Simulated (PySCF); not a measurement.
Computed shifts of a molecule C₅H₆O₂, PBE0/pcSseg-1 in PySCF, GIAO, gas phase, equivalent atoms averaged, in ppm (number of nuclei): ¹³C: 168.1 (1), 135.5 (1), 130.3 (1), 87.6 (1), 14.9 (1). ¹H: 6.96 (1), 5.32 (1), 4.43 (1), 2.35 (3). References: ¹³C against TMS (σ = 186.3 ppm); ¹⁷O against H2O (σ = 334.2 ppm); ¹H against TMS (σ = 31.56 ppm), references at their B3LYP-D3(BJ)/def2-TZVP geometries, non-relativistic. Coordinates come from a TPSSh-D3(BJ)/def2-SVP optimisation. The values are those of a single conformer.

Question: Pick the molecule that these values belong to.
A) Cc1coc(O)c1
B) O=CCC1=COC1
C) C#CCOCC=O
D) C=C1CC(=O)CO1

Answer: A, Cc1coc(O)c1
